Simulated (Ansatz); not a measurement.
CH5Si (SMILES [CH2][SiH3]) moved off its minimum; all values from Ansatz (a first-principles code), cores frozen in correlated methods. Open shells are unrestricted.
(charge 0, multiplicity 2)
```xyz
7

C      1.22676    -0.16976     0.11520
Si    -0.54420     0.17581    -0.03207
H      1.99252     0.78994     0.01350
H      1.80639    -1.07791     0.12624
H     -1.09912    -0.38955     1.17896
H     -0.88133     1.51081    -0.19539
H     -1.28824    -0.81895    -1.11642
```

Forces at r2SCAN/def2-TZVPP (eV/Å):

| atom | Fx | Fy | Fz |
|---|---|---|---|
| C1 | 2.799 | 3.276 | -0.765 |
| Si2 | -0.574 | -3.822 | -1.082 |
| H3 | -1.960 | -2.456 | 0.336 |
| H4 | -0.256 | -0.364 | 0.089 |
| H5 | -0.554 | 0.011 | 0.811 |
| H6 | -0.387 | 1.979 | -0.335 |
| H7 | 0.932 | 1.376 | 0.947 |

Problem. Give the forces (eV/Å), the total energy and the dipole at CCSD(T)/cc-pV(T+d)Z.

Solution. 
```tsv
atom	Fx	Fy	Fz
C1	3.121	3.258	-0.765
Si2	-0.987	-3.875	-1.051
H3	-1.960	-2.449	0.335
H4	-0.276	-0.372	0.089
H5	-0.531	0.065	0.767
H6	-0.348	1.932	-0.341
H7	0.982	1.441	0.965
```
Energy -329.9959 hartree, dipole 0.92 D.
